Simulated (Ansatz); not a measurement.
Reaction (redistribution): `CN(C)B(F)S` + `FCSC[SiH3]` → `CN(C)B(F)F` + `[SiH3]CSCS`

Gas-phase electronic energies from Ansatz, PBE0-D4/def2-TZVP geometries. CCSD(T)/CBS adds triple-zeta CCSD(T) − MP2 to the extrapolated MP2 energy (def2 sets, frozen cores). DFT in def2-TZVPP. Each species was taken in one conformer, which may not be the lowest.

`CN(C)B(F)S`:

Z-matrix (Å, degrees):
```
C
N 1 1.441
H 1 1.090 2 110.9
H 1 1.096 2 110.9 3 -120.1
H 1 1.096 2 110.8 3 120.0
C 2 1.445 1 114.0 3 -179.6
B 2 1.395 1 123.8 3 0.6
H 6 1.088 2 110.3 1 -180.0
H 6 1.096 2 110.8 1 -59.7
H 6 1.096 2 110.7 1 59.8
F 7 1.342 2 119.7 1 180.0
S 7 1.830 2 122.1 1 -0.0
H 12 1.341 7 94.2 2 -179.8
```

`FCSC[SiH3]`:

Z-matrix (Å, degrees):
```
C
S 1 1.778
F 1 1.381 2 112.7
H 1 1.092 2 106.6 3 119.1
H 1 1.092 2 111.1 3 -120.7
C 2 1.813 1 100.3 3 71.8
Si 6 1.881 2 111.9 1 79.6
H 6 1.093 2 105.7 1 -161.3
H 6 1.092 2 109.2 1 -46.9
H 7 1.484 6 109.0 2 63.5
H 7 1.489 6 110.7 2 -176.1
H 7 1.487 6 110.2 2 -56.1
```

`CN(C)B(F)F`:

Z-matrix (Å, degrees):
```
C
N 1 1.443
H 1 1.089 2 110.3
H 1 1.096 2 110.8 3 -120.2
H 1 1.096 2 110.8 3 120.2
C 2 1.443 1 114.7 3 -179.9
B 2 1.392 1 122.6 3 0.0
H 6 1.089 2 110.3 1 180.0
H 6 1.096 2 110.8 1 -59.8
H 6 1.096 2 110.8 1 59.8
F 7 1.333 2 121.6 1 -180.0
F 7 1.333 2 121.6 1 0.0
```

`[SiH3]CSCS`:

Z-matrix (Å, degrees):
```
Si
C 1 1.881
H 1 1.490 2 111.1
H 1 1.487 2 110.2 3 120.0
H 1 1.484 2 108.9 3 -120.4
S 2 1.815 1 111.2 3 -174.4
H 2 1.093 1 109.4 3 69.1
H 2 1.093 1 113.5 3 -49.7
C 6 1.803 2 99.8 1 79.9
S 9 1.797 6 110.7 2 -171.8
H 9 1.092 6 110.3 2 71.8
H 9 1.090 6 110.6 2 -48.6
H 10 1.343 9 96.2 6 64.7
```

```json
{"level": "PBE", "ΔE (eV)": "-0.96"}
{"level": "r2SCAN", "ΔE (eV)": "-1.02"}
{"level": "MP2/def2-TZVPP", "ΔE (eV)": "-1.17"}
{"level": "SCS-MP2/def2-QZVPP", "ΔE (eV)": "-1.18"}
```

(1) What does CCSD(T)/CBS give? (Estimate.)

Largest T1 diagnostic among the species: 0.012.

Results:

(1) Computed: -1.13 eV. The listed levels differ from it by 0.17, 0.11, -0.04, -0.05 eV.

From PBE to PBE0 (25 % exact exchange), in def2-TZVPP and without D4, ΔE moves by −0.08 eV. In def2-TZVPP, CCSD(T) changes the Hartree–Fock value by +0.09 eV (the triples alone add +0.03 eV) and MP2 by +0.04 eV.
